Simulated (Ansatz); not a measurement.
HLiO (SMILES [Li][OH]) moved off its minimum; all values from Ansatz (a quantum-chemistry and plane-wave program), cores frozen in correlated methods.
(charge 0, multiplicity 1)
```xyz
3

Li     0.03625    -0.00414    -1.29235
O      0.01669    -0.00649     0.34096
H     -0.12163     0.02686     1.25413
```

```tsv
level	largest force (eV/Å)	on atom	rms difference from CCSD(T)/aug-cc-pVTZ (eV/Å)	dipole (D)
HF/def2-TZVPP	1.28	O2	0.531	4.89
PBE/def2-TZVPP	2.75	O2	0.256	4.35
r2SCAN/def2-TZVPP	2.27	O2	0.116	4.59
B3LYP/def2-TZVPP	2.44	O2	0.174	4.49
wB97M-V/def2-TZVPP	2.29	O2	0.139	4.55
MP2/aug-cc-pVTZ	2.14	O2	0.033	4.87
CCSD(T)/aug-cc-pVTZ	2.13	O2	0.000	4.89
```

The differences count from one level among others, with limits of its own. Forces at CCSD(T)/aug-cc-pVTZ (eV/Å):

```tsv
atom	Fx	Fy	Fz
Li1	0.017	-0.007	0.452
O2	0.196	-0.043	-2.116
H3	-0.212	0.050	1.664
```
